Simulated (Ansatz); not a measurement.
Species: AlFI$_{2}$, SMILES `[F][Al]([I])[I]` (charge 0, multiplicity 1), formula AlFI2.

Q: How many basis functions does frozen-core CCSD(T)/def2-TZVPP // B3LYP-D3(BJ)/def2-TZVP (Ansatz, a quantum-chemistry and plane-wave program) use, how many core orbitals are frozen, and how many electrons are correlated?

A: 173 basis functions and 14 frozen orbitals, which leaves 44 correlated electrons (filled d shells below the valence shell are correlated). Core time is of the order of minutes.
